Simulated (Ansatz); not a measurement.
Germanium tetrachloride, 5 atoms. The species carries charge 0 and has multiplicity 1. Correlated methods include outer-core shells of Ge, which these sets cover unevenly. Scalar relativity is left out up to krypton. All runs use 4 threads of an Intel Xeon 6975P-C on a shared host. Correlated methods freeze the cores.

**Question.** Give the basis size and wall time and peak host memory of each of these runs in Ansatz. RKS CAM-B3LYP-D4/def2-TZVPP energy; RKS ωB97M-V/def2-SVP energy; RKS SPW92 (LDA)/def2-TZVPP energy; RHF-CCSD(T)/def2-SVP energy; RKS B97M-V/def2-TZVPP energy; RKS PBE0-D4/def2-TZVP frequencies; RKS PBE0-D4/def2-QZVPP energy; RKS PBE0-D4/def2-TZVP relaxation (2 steps); RHF-CCSD(T)/def2-TZVPP energy; direct RPA on PBE orbitals/def2-TZVPP energy; RKS ωB97M-V/def2-TZVPP energy and forces; RHF-MP2/def2-QZVPP energy. (Best estimate.)

**Answer.** The calculation gave: Other jobs shared the machine, so times are rough.

```tsv
level	job	functions	wall time	peak host memory (GiB)
RKS SPW92 (LDA)/def2-TZVPP	energy	216	0.8 s	0.35
RHF-CCSD(T)/def2-SVP	energy	104	2 s	0.36
direct RPA on PBE orbitals/def2-TZVPP	energy	216	2 s	0.45
RKS ωB97M-V/def2-SVP	energy	104	2.5 s	0.36
RKS CAM-B3LYP-D4/def2-TZVPP	energy	216	3 s	0.96
RKS B97M-V/def2-TZVPP	energy	216	4.4 s	0.42
RKS ωB97M-V/def2-TZVPP	energy and forces	216	6 s	1
RKS PBE0-D4/def2-QZVPP	energy	369	6 s	1.9
RKS PBE0-D4/def2-TZVP	relaxation (2 steps)	196	8.5 s	0.74
RHF-MP2/def2-QZVPP	energy	369	9.5 s	1.7
RHF-CCSD(T)/def2-TZVPP	energy	216	26 s	3.1
RKS PBE0-D4/def2-TZVP	frequencies	196	57 s	0.74
```
